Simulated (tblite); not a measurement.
Q: Write Cartesian coordinates for `C/C=P\C(F)(F)C(F)(F)F` as optimised with GFN2-xTB.

A: 
```
atom  x, y, z in Å
C1    -2.212    0.325   -0.314
C2    -1.602   -0.834    0.381
P3    -0.022   -1.262    0.716
C4     0.933    0.210   -0.070
F5     0.708    0.327   -1.403
F6     0.599    1.404    0.482
C7     2.430   -0.036    0.157
F8     2.784   -1.198   -0.400
F9     2.675   -0.133    1.468
F10    3.219    0.911   -0.337
H11   -2.893    0.836    0.368
H12   -1.489    1.042   -0.686
H13   -2.810   -0.035   -1.153
H14   -2.321   -1.558    0.754
```

Any rigid rotation of these coordinates is as good. Atoms count from 1 in this order. The 2 C–P bonds span 1.671 Å (C2=P3, drawn double) to 1.922 Å (P3–C4, drawn single), a spread of 0.251 Å. Of the pairs four or more bonds apart, F5···H12 is among the closest relative to their van der Waals radii: 2.42 Å, 91 % of the sum of Bondi's values. The C–C distances run from 1.483 Å (C1–C2, drawn single) to 1.534 Å (C4–C7, drawn single), a spread of 0.051 Å. The 5 C–F bonds span 1.328 Å (C7–F10, drawn single) to 1.357 Å (C4–F5, drawn single), a spread of 0.029 Å.

Bonds between heavy atoms (Å): C1–C2 1.483, C2=P3 1.671, P3–C4 1.922, C4–F5 1.357, C4–F6 1.357, C4–C7 1.534, C7–F8 1.337, C7–F9 1.337, C7–F10 1.328.

Structure optimised with GFN2-xTB, isolated species.

Point group: Cs (every atom within 0.08 Å of its image). Its GFN2-xTB frequencies are all real (lowest 33 cm⁻¹). The numbers are those of one conformer (C2–P3–C4–F5 -60°). 3 starts were optimised and ended at 0.00, 0.01 and 1.00 kcal/mol (GFN2-xTB); the lowest of these is shown.

All values are computed, not measured.
